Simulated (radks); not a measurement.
Problem. O-, configuration [He] 2s2 2p5. Calculated with a radial shooting solver on a logarithmic mesh with Libxc functionals: scalar-relativistic Kohn-Sham, r2SCAN, spin-polarised, spherical densities, finite nucleus; open shells are filled with parallel spins first; meta-GGA in the generalised Kohn-Sham scheme; Fermi nuclear charge, rms radius 2.6991 fm; Watson sphere of charge +0.75 and radius 2.58 bohr. Some entries of the table are withheld. Estimate them.

orbital,occ.,eigenvalue (hartree),r(max) (bohr)
1s up,1,-18.88263,0.1292
1s down,1,-18.85431,0.1291
2s up,1,(1),(2)
2s down,1,(3),(4)
2p up,3,(5),0.8463
2p down,2,(6),0.8735

Solution. 
(1) 2s up eigenvalue (hartree): -0.77167
(2) 2s up r(max) (bohr): 0.8769
(3) 2s down eigenvalue (hartree): -0.70146
(4) 2s down r(max) (bohr): 0.8863
(5) 2p up eigenvalue (hartree): -0.19939
(6) 2p down eigenvalue (hartree): -0.13559
